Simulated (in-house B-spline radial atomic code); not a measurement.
Radial electron density of the cadmium ion Cd⁶⁺, [Ar] 3d9 4s2 4p6 4d6 5d1. Method: non-relativistic B97-1, spin-polarised, spherical fractional occupations, point nucleus. Calculated with a B-spline radial code for spherical atoms.

Caution: exact exchange at fractional occupations of open shells leaves self-interaction of up to several eV.

Columns: r (bohr), 4πr²n(r) (electrons per bohr), bar.

```
 0.00148    1.855 #
 0.00184    2.771 ##
 0.00227    4.046 ##
  0.0028    5.851 ###
 0.00346    8.386 #####
 0.00428    11.86 #######
 0.00529    16.45 #########
 0.00654    22.31 #############
 0.00808     29.4 #################
 0.00999    37.47 ######################
  0.0123    45.66 ##########################
  0.0153    53.35 ###############################
  0.0189    58.48 ##################################
  0.0233    60.13 ###################################
  0.0288    58.22 #################################
  0.0356    54.43 ###############################
   0.044    52.34 ##############################
  0.0544    55.52 ################################
  0.0672    64.38 #####################################
   0.083    74.03 ###########################################
   0.103    76.57 ############################################
   0.127    68.43 #######################################
   0.157    56.23 ################################
   0.194    51.81 ##############################
   0.239    57.26 #################################
   0.296    60.24 ###################################
   0.366    48.88 ############################
   0.452     29.8 #################
   0.559    18.78 ###########
    0.69    19.05 ###########
   0.853    19.93 ###########
    1.05    15.02 #########
     1.3    7.542 ####
    1.61    2.693 ##
    1.99     1.01 #
    2.46   0.6323 
    3.04   0.3746 
    3.76    0.131 
    4.64   0.0244 
    5.74 0.001948 
    7.09 5.727e-05 
    8.77 4.77e-07
```

On this grid the curve has 4 maxima, near 0.0233, 0.103, 0.296, 0.853 bohr.

The 3d down radial function P(r) = rR(r), positive near the nucleus:

```json
{"r (bohr)": "0.00999", "P": "0.002655"}
{"r (bohr)": "0.0153", "P": "0.008782"}
{"r (bohr)": "0.0233", "P": "0.02743"}
{"r (bohr)": "0.0356", "P": "0.08133"}
{"r (bohr)": "0.0544", "P": "0.2205"}
{"r (bohr)": "0.083", "P": "0.5237"}
{"r (bohr)": "0.127", "P": "1.041"}
{"r (bohr)": "0.194", "P": "1.602"}
{"r (bohr)": "0.296", "P": "1.75"}
{"r (bohr)": "0.452", "P": "1.205"}
{"r (bohr)": "0.69", "P": "0.442"}
{"r (bohr)": "1.05", "P": "0.06922"}
{"r (bohr)": "1.61", "P": "0.003066"}
```
